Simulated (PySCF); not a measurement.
H$_{3}$N, charge +1, doublet, geometry from GFN2-xTB (a state made from the parent by changing its charge; the spin is typed, not shown lowest). Base run: PBE0/cc-pVDZ (PySCF).

Input for PySCF:
```python
from pyscf import gto, scf, dft

mol = gto.M(
    atom='''
N     0.00000000   -0.00000000    0.00000000
H     0.01502573    1.02772160   -0.01944823
H     0.88265094   -0.52673581    0.01709961
H    -0.89767667   -0.50098579    0.00234863
''',
    basis='cc-pvdz',
    charge=1,
    spin=1,
    verbose=4,
)

mf = dft.UKS(mol)
mf.xc = 'pbe0'
mf.kernel()
mo_i, mo_e, stable_i, stable_e = mf.stability(internal=True, external=False, return_status=True, nroots=6, tol=1e-6)
print('internally stable:', stable_i, ' externally stable:', stable_e)
if not stable_i:
    umf = mf.copy()
    umf.scf_summary = {}
    umf.kernel(umf.make_rdm1(mo_i, mf.mo_occ))
```

The bond that is stretched is that between atoms 2 and 1. A test that says stable can miss a lower solution.

The base run was repeated with changes; each row names its change, and settings that it needs were set with it.

| change | ΔE vs base (kcal/mol) | <S^2> | stability test says |
|---|---|---|---|
| base | 0.000 | 0.754 | internally stable (external not tested) |
| bond × 1.25 | 19.08 | 0.756 | internally stable (external not tested) |
| bond × 1.5 | 50.81 | 0.764 | internally stable (external not tested) |
| bond × 1.8 | 84.0 | 0.859 | internally stable (external not tested) |
| bond × 2.2 | 119.4 | 0.801 | internal instability |
| bond × 3.0 | 127.2 | 1.426 | internally stable (external not tested) |

On stretching, the SCF can end on different states; <S^2> shows the spin contamination of each.
